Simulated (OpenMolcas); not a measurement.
**Predicting a hybrid from its neighbours: GeH3Br**

The species is GeH3Br (5 atoms), meant as a singlet with charge 0. SMILES: `[GeH3][Br]`. Geometry: relaxed at PBE0-D4/def2-TZVP.

The HOMO–LUMO gap y, in eV, basis aug-cc-pVDZ; a is the functional's share of exact exchange. Programs: OpenMolcas 26.06.

| functional | program | a | y (eV) |
| --- | --- | --- | --- |
| PBE | OpenMolcas | 0 | 5.26 |
| TPSS | OpenMolcas | 0 | 5.55 |
| B3LYP | OpenMolcas | 0.2 | 6.79 |
| PBE0 | OpenMolcas | 0.25 | ? |
| BHLYP | OpenMolcas | 0.5 | 9.09 |

Question: Fit y = c + s·a to the known rows and predict PBE0.

Answer: 
1. Means of the 4 rows: a = 0.1750, y = 6.672.
2. Σ(Δa)² = 0.1675, Σ(Δa·Δy) = 1.2323, so the slope is 1.2323/0.1675 = 7.357.
3. Intercept: 6.672 − (7.357) × 0.1750 = 5.385. The largest residual of the fit is 0.17.
4. PBE0: 5.385 + (7.357) × 0.25 = 7.22 eV.

The run gave 7.32 eV, so the prediction is off by -0.10 eV, within the scatter of the fit. Exact exchange lowers occupied levels and raises empty ones. The rows mix families of semi-local functionals, which the line can't see.
